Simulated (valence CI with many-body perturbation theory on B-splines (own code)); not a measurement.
# E1 line list for Pr IX

Level of theory: valence CI with perturbative core correlation (CI+MBPT): five valence electrons over a frozen Dirac-Fock core [Kr] 4d10, radial functions for each j: 7 s, 7 p, 7 d, 7 f, 4 g, 2 h, with the one-electron correlation potential Σ1, the two-electron term Σ2, the three-electron term Σ3, Breit, model QED; selected CI, second order for the rest (own B-spline code, finite nucleus).

No measured spectrum was set against this ion. As an estimate, terms of the open shell hold to a few per cent of their energy, and close levels can change places; configurations with another count of f electrons can be misplaced by thousands of cm⁻¹. Among the levels kept, up to 1800 cm⁻¹ of a level comes from second order outside the variational space, and about a tenth of that is noise between levels of different J, which matters for small intervals. The lowest computed level is not the ground level that NIST lists (°, for many ions itself from theory).

Lines 201 to 250 of 517 in falling wavelength, among levels below 29.891 eV, chosen from the strongest by gf and those to the six lowest levels. Wavelengths and rates use the calculated energies, so an error of 2000 cm⁻¹ moves a line at 67.73 nm by 1.4 % and its rate by three times that or more. Electric multipoles are in the length gauge, E1 and E2 with the static RPA response of the core. Weak lines are less certain than strong ones. Lines between different terms over intervals too small for the method are left out, as are lines whose strength nearly cancels. Where a level lies close to another of its J and parity, the split of strength between their lines is uncertain. The highest levels of a list are the least certain.

Names give the largest LS component (configuration and term), which can be under half, so a name can repeat, a term be missing and a line seem to break the LS rules; names also repeat where a configuration has a term twice. Letters in brackets count levels of one name in rising energy.

| λ vac (nm) | Upper | Lower | A (s⁻¹) | log gf | Branch % |
| --- | --- | --- | --- | --- | --- |
| 67.73 | 4f 5s 5p3 4G_5/2 [a] | 4f 5s2 5p2 2F°_5/2 [a] | 1.29e+08 | -1.27 | 5.0 |
| 67.64 | 4f 5s 5p3 4F_5/2 | 4f 5s2 5p2 4G°_7/2 | 2.94e+07 | -1.92 | 4.0 |
| 67.39 | 4f2 5s 5p2 4G_11/2 | 4f2 5s2 5p 4H°_9/2 [a] | 2.68e+07 | -1.66 | 3.7 |
| 67.26 | 5s 5p4 4P_5/2 | 5s2 5p3 2D°_3/2 | 3.41e+08 | -0.86 | 23.5 |
| 67.08 | 4f 5s 5p3 4F_3/2 [a] | 4f 5s2 5p2 4G°_5/2 [b] | 5.03e+07 | -1.87 | 8.0 |
| 66.98 | 4f2 5s 5p2 4I_9/2 | 4f2 5s2 5p 4I°_11/2 | 2.59e+07 | -1.76 | 4.9 |
| 66.95 | 4f2 5s 5p2 4I_9/2 | 4f2 5s2 5p 4H°_7/2 | 2.37e+07 | -1.80 | 4.5 |
| 66.92 | 4f 5s 5p3 2F_7/2 | 4f 5s2 5p2 4F°_9/2 | 2.38e+07 | -1.89 | 1.7 |
| 66.65 | 4f 5s 5p3 4H_7/2 | 4f 5s2 5p2 2G°_9/2 [b] | 8.97e+07 | -1.32 | 3.1 |
| 66.30 | 4f 5s 5p3 4P_5/2 [a] | 4f 5s2 5p2 2F°_5/2 [b] | 7.86e+07 | -1.51 | 3.3 |
| 66.28 | 5s 5p4 4P_5/2 | 4f 5s2 5p2 4D°_7/2 [a] | 8.52e+07 | -1.47 | 5.9 |
| 66.28 | 4f 5s 5p3 6F_5/2 | 5s2 5p3 2D°_3/2 | 4.42e+06 | -2.76 | 1.9 |
| 66.26 | 4f 5s 5p3 4H_7/2 | 4f 5s2 5p2 2F°_7/2 [b] | 7.82e+07 | -1.39 | 2.7 |
| 66.20 | 4f 5s 5p3 2F_7/2 | 4f 5s2 5p2 4F°_7/2 | 3.28e+07 | -1.76 | 2.3 |
| 66.18 | 4f 5s 5p3 2F_7/2 | 4f 5s2 5p2 2F°_5/2 [c] | 8.20e+07 | -1.37 | 5.8 |
| 66.16 | 4f 5s 5p3 4F_9/2 | 4f 5s2 5p2 4G°_7/2 | 2.34e+07 | -1.81 | 9.2 |
| 66.14 | 4f 5s 5p3 6F_3/2 | 5s2 5p3 2D°_3/2 | 1.21e+07 | -2.50 | 6.9 |
| 65.60 | 4f 5s 5p3 4G_7/2 | 4f 5s2 5p2 2F°_7/2 [a] | 4.59e+07 | -1.63 | 2.1 |
| 65.46 | 4f 5s 5p3 4H_9/2 | 4f 5s2 5p2 2G°_9/2 [b] | 4.42e+07 | -1.55 | 1.9 |
| 65.35 | 5s 5p4 2D_5/2 | 4f 5s2 5p2 4F°_7/2 | 4.03e+07 | -1.81 | 2.9 |
| 65.32 | 4f 5s 5p3 6F_5/2 | 4f 5s2 5p2 4D°_7/2 [a] | 1.94e+06 | -3.13 | 0.8 |
| 65.32 | 4f 5s 5p3 6F_7/2 | 4f 5s2 5p2 4D°_7/2 [a] | 1.30e+07 | -2.18 | 5.1 |
| 65.31 | 4f 5s 5p3 2F_5/2 | 5s2 5p3 2P°_3/2 | 7.77e+07 | -1.53 | 2.8 |
| 65.19 | 4f 5s 5p3 4G_5/2 [b] | 4f 5s2 5p2 2F°_7/2 [a] | 3.85e+07 | -1.83 | 2.2 |
| 65.09 | 4f 5s 5p3 4H_9/2 | 4f 5s2 5p2 2F°_7/2 [b] | 3.66e+07 | -1.63 | 1.5 |
| 64.69 | 4f 5s 5p3 4F_3/2 [b] | 4f 5s2 5p2 2F°_5/2 [a] | 1.67e+08 | -1.38 | 5.7 |
| 64.59 | 4f2 5s 5p2 4G_11/2 | 4f 5s2 5p2 2H°_11/2 | 3.13e+07 | -1.63 | 4.3 |
| 64.58 | 4f 5s 5p3 4F_3/2 [c] | 4f 5s2 5p2 4D°_1/2 | 6.58e+07 | -1.78 | 2.9 |
| 64.35 | 4f 5s 5p3 4D_7/2 | 4f 5s2 5p2 2F°_7/2 [a] | 5.74e+07 | -1.55 | 3.1 |
| 64.25 | 4f 5s 5p3 4P_5/2 [b] | 4f 5s2 5p2 2F°_5/2 [b] | 5.93e+07 | -1.66 | 3.9 |
| 64.07 | 4f 5s 5p3 4F_7/2 [b] | 4f 5s2 5p2 2F°_5/2 [b] | 5.14e+07 | -1.60 | 4.6 |
| 63.89 | 4f 5s 5p3 4G_7/2 | 4f 5s2 5p2 2G°_9/2 [a] | 4.70e+07 | -1.64 | 2.1 |
| 63.80 | 4f 5s 5p3 4F_7/2 [a] | 5s2 5p3 2D°_5/2 | 4.87e+07 | -1.62 | 7.8 |
| 63.66 | 5s 5p4 2D_5/2 | 5s2 5p3 2P°_3/2 | 1.34e+08 | -1.31 | 9.7 |
| 63.59 | 5s 5p4 4P_5/2 | 4f 5s2 5p2 4G°_5/2 [a] | 9.21e+06 | -2.48 | 0.6 |
| 63.37 | 4f 5s 5p3 4F_5/2 | 5s2 5p3 2D°_5/2 | 1.27e+08 | -1.34 | 17.3 |
| 63.18 | 4f 5s 5p3 4H_9/2 | 4f 5s2 5p2 4G°_11/2 | 5.91e+07 | -1.45 | 2.5 |
| 63.16 | 4f 5s 5p3 4P_5/2 [b] | 4f 5s2 5p2 2D°_3/2 [a] | 5.03e+07 | -1.74 | 3.3 |
| 62.77 | 5s 5p4 4P_3/2 | 5s2 5p3 2D°_5/2 | 7.60e+07 | -1.75 | 3.1 |
| 62.71 | 4f 5s 5p3 6F_5/2 | 4f 5s2 5p2 4G°_5/2 [a] | 4.15e+06 | -2.83 | 1.8 |
| 62.59 | 4f 5s 5p3 6F_3/2 | 4f 5s2 5p2 4G°_5/2 [a] | 6.46e+06 | -2.82 | 3.7 |
| 62.56 | 4f 5s 5p3 4H_7/2 | 4f 5s2 5p2 2G°_9/2 [a] | 3.33e+07 | -1.81 | 1.2 |
| 62.54 | 4f 5s 5p3 4G_5/2 [a] | 4f 5s2 5p2 4G°_7/2 | 1.80e+07 | -2.20 | 0.7 |
| 62.52 | 4f 5s 5p3 2G_7/2 | 4f 5s2 5p2 2F°_7/2 [b] | 2.68e+07 | -1.90 | 1.8 |
| 62.27 | 4f 5s 5p3 4D_7/2 | 4f 5s2 5p2 2D°_5/2 | 7.75e+07 | -1.44 | 4.2 |
| 62.25 | 4f 5s 5p3 4G_5/2 [b] | 4f 5s2 5p2 4F°_3/2 | 2.04e+08 | -1.15 | 11.4 |
| 62.24 | 4f 5s 5p3 4P_3/2 | 4f 5s2 5p2 2F°_5/2 [b] | 7.18e+07 | -1.78 | 5.9 |
| 61.99 | 4f 5s 5p3 4D_1/2 [b] | 4f 5s2 5p2 2D°_3/2 [a] | 1.94e+08 | -1.65 | 15.6 |
| 61.97 | 4f 5s 5p3 4G_7/2 | 4f 5s2 5p2 4D°_7/2 [b] | 9.59e+07 | -1.35 | 4.3 |
| 61.92 | 4f 5s 5p3 4G_7/2 | 4f 5s2 5p2 4G°_5/2 [b] | 5.10e+07 | -1.63 | 2.3 |

**Question.** How does gf follow from A for the line at 63.89 nm?

**Answer.** gf = 1.4992 × (2J+1)_upper × A / σ², with σ = 156517 cm⁻¹ and 2J+1 = 8: gf = 0.0230.
